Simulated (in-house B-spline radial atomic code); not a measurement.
RPA and G0W0 on wB97X: Mo⁶⁺

Configuration [Ar] 3d10 4s2 4p6, mean-field start wB97X. Computed with a B-spline radial code for spherical atoms: all electrons, non-relativistic, point nucleus, each spin shell either full or empty, empty states to l = 9 with an (l + 1/2)⁻⁴ tail; G0W0 by contour deformation at full frequency.

Without relativity these are model numbers: it shifts the levels of so heavy an element strongly and can reorder them.

Command:
```bash
python run_gw.py task.json out
```
Settings (radii: box in bohr, nucleus in fm):
```
Z                        42
electrons                36
configuration            [Ar] 3d10 4s2 4p6
hamiltonian              nr
method                   wb97x
lmax                     9
spin_polarised           False
box_radius               9.29
intervals                51
```

Cost of the run: 1.9 s on 1 thread of Arm Neoverse V1 (shared host).

Energies (hartree):

```tsv
term	value
mean-field total	-3969.71997
Hartree-Fock functional on these orbitals	-3967.82795
direct second order	-2.9558
second-order exchange	0.84523
SOSEX correction	0.79432
```

Task: What is the RPA correlation energy, and what remains with SOSEX?

Result: RPA gives -2.6551 hartree (-2.01 eV per electron); RPA + SOSEX gives -1.8608, and the second-order doubles -2.1106 hartree (no singles). RPA lacks exchange-type terms and so overcorrelates at short range.

Quasi-particle levels (eV):

```tsv
level	occupied	mean field	Σx - vxc	Σc	QP weight	G0W0
4p	yes	-121.65	-3.65	?	?	?
4s	yes	-147.51	-8.47	4.41	0.863	-151.58
3d	yes	-319.20	-20.38	6.32	0.942	-333.25
4d	no	-72.00	4.74	-2.26	0.974	-69.52
```

G0W0 = mean field + (Σx - vxc) + Σc, with Σc (partial-wave tail included) taken at the quasi-particle energy. Only the outer levels were computed. Levels of low weight are left out.

Task: Where does G0W0 put 4p?

Result: At -126.14 eV, with Σc = -0.84 eV and a quasi-particle weight of 0.966. The tabulated removal energy is 125.638 ± 0.025 eV (NIST, semi-empirical); the calculation leaves out relativity, Breit and QED terms, and what these don't explain is the method's own error.
